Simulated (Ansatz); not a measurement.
Reaction (substitution at a C–C bond): `CC[Se]C=N` + `C[NH][Hf]([F])([F])[F]` → `C[N](C)[Hf]([F])([F])[F]` + `C[Se]C=N`

Calculated with Ansatz (gas phase, PBE0-D4/def2-TZVP geometries, no zero-point term in ΔE). CCSD(T)/CBS is the MP2 limit (def2-TZVPP, def2-QZVPP) plus CCSD(T) − MP2 in def2-TZVPP, frozen cores. def2 core potentials past Kr. For Hf, Se outer-core shells are correlated without core-valence functions, which leaves a few kJ/mol of doubt a bond. Scalar relativity is left out up to krypton. Each species was taken in one conformer, which may not be the lowest.

```json
{"species": "`CC[Se]C=N`", "HF/def2-QZVPP energy (Eh)": "-2572.06784"}
{"species": "`C[NH][Hf]([F])([F])[F]`", "HF/def2-QZVPP energy (Eh)": "-440.94119"}
{"species": "`C[N](C)[Hf]([F])([F])[F]`", "HF/def2-QZVPP energy (Eh)": "-479.98056"}
{"species": "`C[Se]C=N`", "HF/def2-QZVPP energy (Eh)": "-2533.01656"}
```

Problem. Work out ΔE.

Solution. ΔE = (-479.98056) + (-2533.01656) − (-2572.06784) − (-440.94119) = 0.01191 Eh = +31.3 kJ/mol. CCSD(T)/CBS gives +34.2 kJ/mol.

Largest T1 diagnostic among the species: 0.015.
